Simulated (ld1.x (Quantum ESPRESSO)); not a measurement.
What the settings do to the TM potential of cobalt (Co)

Base potential:

ld1.x (Quantum ESPRESSO) 7.5 input, shortened:

```
&input
   title='Co', zed=27., rel=0, dft='BP', iswitch=3,
   config='[Ar] 3d7 4s1 4p0'
 /
 &inputp
   pseudotype=2, tm=.true., lloc=0,
   nlcc=.false.
 /
3
3P  2  1   6.00   0.00  0.80  0.80  0.0
3D  3  2   7.00   0.00  1.75  1.75  0.0
4S  1  0   1.00   0.00  2.30  2.30  0.0
 &test
   configts(1)='3p6 3d7 4s1 4p0'
 /
```

All-electron outer shells of the reference configuration (BP86, non-relativistic, ld1.x):

```
shell  level (eV)  outermost node (bohr)  outermost maximum (bohr)
   3s     -108.77                   0.32                      0.67
   3p      -74.00                   0.29                      0.68
   3d      -17.37                      –                      0.66
   4s      -12.77                   0.97                      2.23
   4p       -7.57                   1.05                      2.76
```

Cutoffs, loose and tight: the cutoffs (Ry, on a coarse ladder) from which the occupation-weighted sum of valence levels, in a spherical-Bessel basis at the reference potential, stays within 10 and 1 mRy of its value at 400 Ry. They do not see the model core or the augmentation charge, which bear on the density cutoff. Test errors are all-electron minus pseudo excitation energies from the reference, over the configurations 3p6 3d7 4s2 4p0; 3p6 3d7 4s0 4p0; 3p6 3d6 4s0 4p0; 3p5 3d7 4s2 4p0; 3p6 3d5 4s0 4p0; 3p6 3d7 4s0 4p2; 3p6 3d6 4s2 4p0. A dash means not determined; rows that change the core or the reference have their own tests.

```tsv
change	outcome	cutoff, loose	cutoff, tight	bound ghosts	largest test error (meV)
base	generated	160 Ry	300 Ry	none	-1584
all radii scaled by about 0.77 (s 1.76, p 0.62, d 1.34 bohr)	generated	300 Ry	over 300 Ry	none	-1535
all radii scaled by about 0.86 (s 1.98, p 0.68, d 1.50 bohr)	generated	180 Ry	300 Ry	none	-1584
all radii scaled by about 0.97 (s 2.22, p 0.78, d 1.70 bohr)	generated	160 Ry	300 Ry	none	-1584
all radii scaled by about 1.06 (s 2.44, p 0.86, d 1.86 bohr)	generated	140 Ry	260 Ry	none	-1587
all radii scaled by about 1.19 (s 2.74, p 0.96, d 2.08 bohr)	generated	120 Ry	160 Ry	none	-1600
all radii scaled by about 1.29 (s 2.98, p 1.04, d 2.26 bohr)	generated	100 Ry	140 Ry	none	-1625
all radii scaled by about 1.35 (s 3.10, p 1.08, d 2.36 bohr)	generated	80 Ry	140 Ry	none	-1633
```

Reading the sweep of the scale of all radii (base = 1) (base included, trends over the rows without a ghost): The loose cutoff falls from 300 Ry at 0.77 to 80 Ry at 1.35. A larger radius leaves more room for a smooth pseudo-wave, so fewer plane waves are needed; a smaller one forces it to follow the all-electron wave where it bends sharply. The median size of the test errors (rows with all tests solved) is not monotonic: lowest 70.9 meV at 1.19, highest 342.1 meV at 1.35.
